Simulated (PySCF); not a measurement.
**Simulated absorption spectrum**

Species: C4H12O2Si.
SMILES: `C[Si](OC)(C)OC`

Level of theory: PySCF 2.14.0, density-fitted response routines, TDDFT wB97X-D/def2-SVPD, vertical, gas phase, core orbitals frozen in the response. The structure is a single GFN2-xTB conformer in the gas phase; no vibrational or solvent corrections. Torsions of this conformer, `[CH3:1][O:2][Si:3]([CH3:4])([CH3:5])[O:6][CH3:7]`: C1–O2–Si3–C4 172°, O2–Si3–O6–C7 178°.

Broadening: Gaussians 0.3 eV wide at half height, area fixed by f = 4.319×10⁻⁹ ∫ε dν̃. The width is an assumption, not a result. The curve ends short of the highest state used, and states not computed would add to its high-energy end.

(E (eV), ε (L mol⁻¹ cm⁻¹)): (7.09, 3), (7.12, 6), (7.15, 14), (7.19, 34), (7.22, 64), (7.25, 112), (7.28, 188), (7.31, 298), (7.34, 446), (7.37, 632), (7.40, 847), (7.43, 1075), (7.46, 1290), (7.49, 1464), (7.52, 1573), (7.55, 1599), (7.58, 1540), (7.61, 1404), (7.64, 1216), (7.67, 1003), (7.70, 794), (7.73, 610), (7.76, 467), (7.80, 344), (7.83, 296), (7.86, 274), (7.89, 268), (7.92, 266), (7.95, 262), (7.98, 255), (8.01, 249), (8.04, 252), (8.07, 282), (8.10, 359), (8.13, 509), (8.16, 760)

Question: Where are the band maxima, and which computed states make them?

Answer: 164 nm (7.54 eV), ε about 1600, made up of S1 (100%) (ε in L mol⁻¹ cm⁻¹; maxima over ε = 5, shares over 10%). At its high-energy end, 8.16 eV, the curve is still rising (ε about 760, from S3 and S4). The states used: S1 7.54 eV (f 0.018); S2 7.94 eV (f 0.0027); S3 8.40 eV (f 0.0095); S4 8.42 eV (f 0.042); S5 8.51 eV (f 0.020); S6 8.68 eV (f 0.018); S7 8.71 eV (f 0.017); S8 8.76 eV (f 0.037).

Question: What would ε be at 7.54 eV, the highest of these maxima, with half the width (0.15 eV)?

Answer: About 3190 L mol⁻¹ cm⁻¹ against 1600, a factor of about 1.99; a lone state at its own centre would give exactly 2.

Question: Coming from long wavelengths, where does ε first pass 100 L mol⁻¹ cm⁻¹?

Answer: At about 171 nm (7.24 eV), 0.30 eV below S1.
